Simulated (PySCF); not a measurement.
Electron correlation in Br²⁺ (bromine, charge +2)

[Ar] 3d10 4s2 4p3, high-spin 4S determinant. All numbers are calculated (PySCF 2.14, a scalar-relativistic core potential, in aug-cc-pwCVDZ-PP with ECP10MDF (6s5p4d1f, 48 functions)). Frozen: 3s2 3p6 3d10; 5 electrons correlated.

```csv
level,correlation energy (mhartree)
CCSD,-81.04
(T),-0.96
CCSD(T),-82.00
```

Diagnostics: T1 = 0.0013, D1 = 0.0030, largest double amplitude 0.049.

Cost of the coupled-cluster step: about 0.6 core-seconds, for 5 correlated electrons.
